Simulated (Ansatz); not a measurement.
System: SnS, charge 0, multiplicity 1. SMILES: [S]=[Sn]
Structure (B3LYP-D3(BJ)/def2-TZVP (Ansatz, a quantum-chemistry and plane-wave program) minimum search):
```
Sn
S 1 2.2226
```

Parts of the frozen-core correlation energy in def2-SVP (Ansatz, hartree). Frozen orbitals: 14; correlated occupied orbitals by spin: 5 and 5; virtual: 25 and 25. No spin-orbit coupling. Past Kr the def2 sets carry scalar-relativistic core potentials.

| term | value |
|---|---|
| reference (HF) | -610.79089 |
| MP2 opposite-spin | -0.14227 |
| MP2 same-spin | … |
| CCSD correlation | … |
| (T) | … |
| CCSDT minus CCSD(T) | -0.00096 |
| CCSDT(Q) minus CCSD(T) | -0.00209 |
| T1 diagnostic | 0.034 |
| largest doubles amplitude | 0.088 |

Problem. Complete the blanks.

Solution. 
- MP2 same-spin, value: -0.04911
- CCSD correlation, value: -0.20880
- (T), value: -0.01211
